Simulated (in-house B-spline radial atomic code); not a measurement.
**Tb7+: [Kr] (4d3/2)4 (4d5/2)5 4f6 5s2 5p5 (with a hole in an inner shell)**

Level of theory: Dirac-Hartree-Fock, average of the jj configuration, Fermi nucleus of rms radius 5.06 fm; calculated with a radial B-spline atomic code at the basis-set limit.

Effective charges: Z_r = [3n² - l(l+1)]/(2<r>) from the radius, Z_e = n√(-2ε) from the energy, and Slater's rules. Values are occupation-weighted means over j. An effective charge above Z reflects the relativistic contraction of the inner shells.

```tsv
shell	electrons	ε (eV)	<r> (bohr)	Z_r	Z_e	Slater
1s	2	-52435	0.0215	69.76	62.08	64.70
2s	2	-8922.9	0.09088	66.02	51.22	60.85
2p	6	-7966	0.08059	62.04	48.39	60.85
3s	2	-2134.5	0.2381	56.71	37.58	53.75
3p	6	-1830.4	0.2367	52.80	34.80	53.75
3d	10	-1419.1	0.2163	48.54	30.64	43.85
4s	2	-547.49	0.5364	44.74	25.37	37.25
4p	6	-442.32	0.5657	40.66	22.81	37.25
4d	9	-293.4	0.6078	34.55	18.57	26.20
5s	2	-158.82	1.206	31.09	17.08	15.35
4f	6	-134.49	0.6957	25.87	12.58	18.25
5p	5	-126.9	1.329	27.46	15.27	15.35
```

The least bound orbital is 5p3/2 at -124.6 eV, and it is also the most diffuse (<r> = 1.349 bohr). The part-filled 4d shell lies below the filled 5s shell in orbital energy.

For the 1s electron the small component carries 5.88 % of the norm, the zero-frequency Breit interaction raises the level by 158.8 eV, self-energy by 95.38 eV, and vacuum polarisation lowers it by 15.78 eV.
